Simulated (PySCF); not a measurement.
A calculated (LC-wPBE, PySCF 2.14, cc-pVDZ-X2C, scalar relativity by spin-free X2C-1e) atom or ion has these occupied shells.

```csv
shell,electrons,orbital energy (eV),"rms radius, mean of both spins (bohr)"
1s β,1,-38675.2,0.0286
1s α,1,-38675.2,0.0286
2s α,1,-6165.5,0.116
2s β,1,-6165.5,0.116
2p α,3,-5532.6,0.104
2p β,3,-5532.5,0.104
3s α,1,-1327.3,0.304
3s β,1,-1327.3,0.304
3p α,3,-1124.5,0.304
3p β,3,-1124.5,0.304
3d α,5,-830.21,0.282
3d β,5,-830.17,0.282
4s α,1,-276.07,0.695
4s β,1,-275.99,0.695
4p α,3,-209.91,0.739
4p β,3,-209.85,0.739
4d α,5,-113.10,0.827
4d β,5,-113.04,0.827
5s α,1,-48.630,1.67
5s β,1,-48.044,1.67
5p α,3,-31.331,1.93
5p β,3,-30.181,1.93
5d α,2,-11.026,3.04
```

(1) Name the element and its charge.

## Answers

(1) La+ (lanthanum, charge +1), in [Xe] 5d2, high-spin 3F determinant.
